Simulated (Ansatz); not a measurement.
Species: sum formula Si2H2F3, net charge -1, singlet state. It need not be the lowest isomer of its formula. Whether it binds its extra electron was not tested at this geometry. 
Coordinates optimised at B3LYP-D3(BJ)/def2-TZVP (Ansatz, a program for electronic structure):
```xyz
7

F      1.9817    -1.3434    -0.1960
Si     1.5212     0.1957     0.3593
Si    -0.7710     0.0974    -0.3174
F     -1.4675     1.5808    -0.2758
F     -1.7404    -0.7548     0.6946
H      1.7721     0.9928    -0.9435
H     -1.2399    -0.4400    -1.6486
```
Charge -1, spin multiplicity 1.

Total electronic energies in hartree. Valence correlation only, unless marked. No spin-orbit coupling. Non-relativistic unless marked X2C. Basis-set limits of correlation are two-point, X^-3; Hartree-Fock from the larger set.

```csv
level,program,energy (Eh)
HF/cc-pV(D+d)Z,Ansatz,-877.53777
HF/aug-cc-pV(T+d)Z,Ansatz,-877.69472
BLYP/def2-TZVPD,Ansatz,-880.07140
revPBE-D3(BJ)/def2-TZVPD,Ansatz + dftd3,-879.87512
r2SCAN-D3(BJ)/def2-TZVPD,Ansatz + dftd3,-879.91786
r2SCAN-D4/def2-TZVPD,Ansatz + dftd4,-879.91801
B97M-V/def2-TZVPD,Ansatz,-879.83711
PBE0-D4/def2-TZVP,Ansatz + dftd4,-879.55977
PBE0-D4/def2-TZVPD,Ansatz + dftd4,-879.56581
PBE0/def2-TZVPD,Ansatz,-879.56019
r2SCAN0/def2-TZVPD,Ansatz,-879.86588
HSE06-D3(BJ)/def2-TZVPD,Ansatz + dftd3,-879.53889
B2GP-PLYP-D4/def2-TZVPD,Ansatz + dftd4,-879.57092
B2PLYP/def2-TZVPD,Ansatz,-879.69771
MP2/cc-pwCVTZ,Ansatz,-878.70845
SCS-MP2/aug-cc-pV(T+d)Z,Ansatz,-878.70834
SCS-MP2/cc-pVTZ,Ansatz,-878.65718
CCSD/cc-pVTZ,Ansatz,-878.69816
CCSD/cc-pV(Q+d)Z,Ansatz,-878.83039
CCSD(T)/cc-pVTZ,Ansatz,-878.73029
CCSD(T)/cc-pwCVTZ,Ansatz,-878.76434
X2C-CCSD(T)/cc-pVTZ-DK,Ansatz,-880.19369
"CCSD(T)/CBS(aug-cc-pV(T+d)Z,aug-cc-pV(Q+d)Z)",Ansatz,-878.9378
```

Totals of different functionals don't rank their quality; only differences between species are comparable.
